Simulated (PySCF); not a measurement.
The multiplicity is imposed and other spin states were not computed.

Cartesian coordinates (Å):
```xyz
8

Ag     0.0157    -0.0014     0.0665
O      0.8031     0.2897    -2.0129
H      0.9427     1.2335    -2.1794
H      0.1303     0.0232    -2.6566
C     -0.7325    -0.2435     1.9556
H     -1.0061    -1.2984     2.1176
H     -1.6272     0.3829     2.0987
H      0.0280     0.0454     2.6988
```
Charge 0, multiplicity 1.

Predict the total energy, dipole moment, HOMO, charge on the central atom (Mulliken) and HOMO–LUMO gap from PBE-D3(BJ)/def2-TZVP // r2SCAN-D4/def2-SVP (PySCF).


total energy: -263.2516 Ha
dipole moment: 4.82 D
HOMO: -4.83 eV
charge on the central atom (Mulliken): 0.13 e
HOMO–LUMO gap: 3.16 eV
